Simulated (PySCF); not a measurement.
# N³⁺ (nitrogen, charge +3) across methods

[He] 2s2, closed-shell 1S. Computed with PySCF 2.14 in an uncontracted even-tempered set (20 s from 0.2 bohr⁻², ratio 2.2; 9 p from 0.37 bohr⁻², ratio 2.4; 6 d from 1.1 bohr⁻², ratio 2.4; 5 f from 1.7 bohr⁻², ratio 2.4; 5 g from 2.5 bohr⁻², ratio 2.4), with the spin-free X2C one-electron Hamiltonian (Gaussian nucleus).

```
 method  E (hartree)  mean ε 1s (eV)  mean ε 2s (eV)  Σ⟨r²⟩ (bohr²)   ⟨S²⟩
 r2SCAN     -51.1902         -455.39         -68.520          3.022  0.000
    UHF    -51.11226         -493.30         -75.332          3.036  0.000
   PBE0     -51.1732         -461.56         -70.184          3.013  0.000
    PBE     -51.1612         -450.76         -68.121          3.012  0.000
    LDA     -50.7508         -447.49         -67.796          3.033  0.000
 revPBE     -51.2233         -451.00         -68.159          3.011  0.000
r2SCANh     -51.1923         -459.24         -69.277          3.022  0.000
```
